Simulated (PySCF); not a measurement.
## GaAs: energy against distance

Set-up: basis Ga pcseg-1, As pcseg-1; no relativity; PySCF 2.14. Energies in eV from Ga + As in their ground configurations at the same level. State: ³Σ⁻ (triplet), unpaired electrons π ↑↑.

All columns are PBE0. A positive dipole means Ga(−)As(+).

```
R (Å)  E (eV)  μ (D)  Mulliken charge on Ga (basis-dependent)  HOMO (eV)  LUMO (eV)  Mayer bond order  ⟨S²⟩
2.214  -1.406   0.39                                     0.19      -5.35      -3.98              1.19  2.00
2.317  -1.746  -0.09                                     0.23      -5.39      -3.75              1.15  2.00
2.420  -1.930  -0.58                                     0.26      -5.41      -3.53              1.12  2.01
2.497  -1.994  -0.94                                     0.28      -5.40      -3.38              1.11  2.01
2.574  -2.011  -1.29                                     0.29      -5.38      -3.24              1.09  2.01
2.651  -1.991  -1.63                                     0.29      -5.34      -3.12              1.08  2.01
2.754  -1.922  -2.07                                     0.29      -5.28      -2.97              1.06  2.01
2.883  -1.791  -2.58                                     0.29      -5.19      -2.81              1.05  2.01
3.037  -1.596  -3.14                                     0.29      -5.05      -2.67              1.02  2.02
3.243  -1.310  -3.75                                     0.28      -4.87      -2.57              0.97  2.05
```

A fit through these points gives, at Re = 2.567 Å, μ = -1.26 D and dμ/dR = -4.51 D/Å; the reduced mass is 35.9 u.

Problem. How strong is the fundamental in the double-harmonic approximation, I = 42.26·(dμ/dR)²/μred km/mol?

Solution. I = 42.26·(-4.51)²/35.9 = 23.9 km/mol at PBE0.

Spin–orbit coupling is left out. The state is the lowest determinant that a PBE0 search found; another state may lie lower at other levels.
